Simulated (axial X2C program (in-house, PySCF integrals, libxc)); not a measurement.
## Low determinants of AlPt at the PBE0 level, 2c

Computed with an in-house relativistic program for diatomic molecules. Two-component (2c) means X2C with spin–orbit coupling and atomic mean-field two-electron Coulomb and Gaunt terms. Basis: Pt dyall-cv3z [13s14p9d6f4g], Al dyall-v3z [8s8p2d1f] (cores contracted in-house); Gaussian nuclei, density fitting, unrestricted open shells. Masses: Pt 194.965 u, Al 26.982 u.

Search at 2.359 Å (vertical energies from the lowest determinant):

```csv
ΔE (eV),state,electrons beyond evenly filled partner blocks,"electrons in ±ω = 1/2, 3/2, 5/2, 7/2"
0.00,Ω = 5/2,ω = 5/2,54 26 9 2
0.02,Ω = 1/2,ω = 1/2,53 26 10 2
0.51,Ω = 3/2,ω = 3/2,54 25 10 2
1.84,Ω = 9/2,"ω = 1/2, ω = 3/2, ω = 5/2",53 27 9 2
2.01,Ω = 7/2,"2 × ω = 1/2, ω = 5/2",54 26 9 2
2.01,Ω = 1/2,"ω = -1/2, ω = -3/2, ω = 5/2",53 27 9 2
2.13,Ω = 3/2,"2 × ω = -1/2, ω = 5/2",54 26 9 2
```

Lowest determinant, Ω = 5/2 (⟨Sz⟩ = 0.50, ⟨Lz⟩ = 2.00 at PBE0): Re = 2.352 Å, ωe = 340.1 cm⁻¹.

The determinant in row 2 of the search, Ω = 1/2 (⟨Sz⟩ = 0.48, ⟨Lz⟩ = 0.02 at PBE0), was followed along the bond at PBE0; measured from the minimum of the lowest determinant it gives:

Te = -0.116 eV (-937 cm⁻¹), Re = 2.197 Å, ωe = 408.8 cm⁻¹.

Question: Compare the bond of the determinant in row 2 with that of the lowest one.

Answer: At PBE0 its Re is 0.155 Å shorter and its force constant, which goes as ωe², is 1.44 times that of the lowest determinant. T0 ≈ Te + Δωe/2 = -937 + (34) = -903 cm⁻¹.

The search compares states at one distance, so a state with another bond length can lie lower; it is not exhaustive and yields mostly the lowest determinant of each block pattern, so other components and higher states of one pattern are missing. These are energies of single determinants, not of spin-adapted states; PBE0 term energies can be off by some tenths of an eV, and the functional has no current term. The lowest determinant need not be the ground state where others lie within half an eV.
